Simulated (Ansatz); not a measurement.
Z-matrix (Å, degrees):
```
C
In 1 2.135
H 1 1.089 2 109.5
H 1 1.089 2 109.5 3 120.3
H 1 1.091 2 110.0 3 -119.9
N 2 2.325 1 112.4 3 118.3
Cl 2 2.367 1 121.4 3 -136.5
Cl 2 2.367 1 121.4 3 13.1
H 6 1.016 2 105.4 1 -122.6
H 6 1.016 2 105.3 1 122.9
H 6 1.013 2 119.7 1 0.2
```

Total charge 0; spin multiplicity 1. In: def2 effective core potential.

(1) List the CAM-B3LYP/def2-TZVPP orbital energies in eV (Ansatz). (Best estimate.)

Answers

(1) Ansatz gave: Occupied: -2763.18, -2763.18, -393.46, -278.81, -257.94, -257.94, -196.97, -196.97, -196.87, -196.87, -196.86, -196.86, -129.37, -86.02, -85.92, -85.83, -27.88, -23.91, -23.80, -23.19, -22.93, -22.89, -22.43, -22.01, -20.73, -16.92, -16.81, -13.99, -13.02, -12.99, -11.46, -10.49, -10.32, -9.79, -9.68, -9.48, -9.18. Lowest empty: 0.16, 0.63, 1.51, 1.52, 2.25, 2.58, 2.88, 3.11.
